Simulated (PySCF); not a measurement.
C3H8NOSi (doublet state).
Numbering: `[CH2:1][CH2:2][C:3](=[O:4])[SiH2:5][NH2:6]` (hydrogens: H7, H8 on C1; H9, H10 on C2; H11, H12 on Si5; H13, H14 on N6)

Structure used (GFN2-xTB), in Å, numbered top down from 1:
```xyz
14
C3H8NOSi angstrom
C     -2.6698   -0.4081    0.0563
C     -1.4678    0.1689    0.6422
C     -0.1308   -0.2909    0.0121
O     -0.0363   -1.1809   -0.7904
Si     1.4264    0.6820    0.5962
N      2.7050   -0.3961    0.2437
H     -3.0696    0.0031   -0.8511
H     -2.9638   -1.4069    0.3178
H     -1.4545    1.2605    0.5727
H     -1.3559   -0.1053    1.6962
H      1.3640    0.8959    2.0413
H      1.4007    1.9680   -0.1153
H      2.5824   -1.0667   -0.4990
H      3.6692   -0.1239    0.3351
```

The hyperfine couplings belong to this conformer and change with its torsions.

Method: PySCF 2.14.0, UKS B3LYP, pcH-1 on C H N O Si, non-relativistic, mean-field spin-orbit, GIAO. Isolated species at its GFN2-xTB geometry (one conformer only). Couplings are sensitive to structure, and on GFN2-xTB geometries they can be far from those on DFT ones. No stability test was run, so a lower SCF solution isn't excluded.

Task: Give the principal g shifts and their parts.

Result: 
```csv
Δg (ppm),1,2,3
relativistic mass correction,-142,-142,-142
gauge correction,2,30,10
orbital Zeeman/spin–orbit,-70,309,972
total,-210,197,840
```

So g = 2.00211, 2.00252, 2.00316 and g_iso = 2.00260; the tensor is rhombic: the two nearest values differ by 39 % of g3 − g1. 

Task: Average each term over the three axes. Which is largest in size?

Result: The orbital-Zeeman/spin–orbit term 403, the mass correction -142 and the gauge correction 14 ppm, for a total of 276 ppm. The orbital-Zeeman/spin–orbit term is the largest in size. The mass correction is the same along every axis, so the anisotropy comes from the other two: their spans along these axes are 28 (gauge) and 1042 ppm (orbital Zeeman/spin–orbit).

Task: At 9.734 GHz, how far is the centre of the isotropic spectrum from where a free electron (g = 2.002319) resonates?

Result: B = hν/(g μB) with μB/h = 13.99624 MHz/mT gives 347.33 mT for the free electron and 347.29 mT at g_iso, 0.05 mT lower.

Task: What are the electron Larmor frequencies g μB B/h along the three axes at 350 mT?

Result: 9.8077, 9.8097, 9.8128 GHz for g1, g2 and g3, a range of 5.1 MHz.

Task: In a frozen sample, at which fields do the three g values resonate at 9.5, 34, 94 and 263 GHz (hyperfine left aside), and which band first spreads them over more than twice a line width of 0.3 mT?

Result: 
```
band    GHz  B(g3) mT  B(g2) mT  B(g1) mT  spread mT
   X    9.5    338.84    338.95    339.02       0.18
   Q   34.0   1212.70   1213.09   1213.33       0.64
   W   94.0   3352.75   3353.82   3354.51       1.76
   J  263.0   9380.56   9383.57   9385.48       4.92
```

The spread grows in proportion to the frequency. Q band is the first where it exceeds 0.6 mT.

Largest spin populations (Mulliken): C1 (+1.07) and C2 (-0.09). C1 is the only atom above +0.15. The angles at C1 add up to 356.9°, so it is nearly planar; its axial dipolar tensor and the negative couplings of its protons fit spin in a p orbital normal to that plane.

The HOMO–LUMO gaps are 4.56 eV among the α and 4.79 eV among the β orbitals.
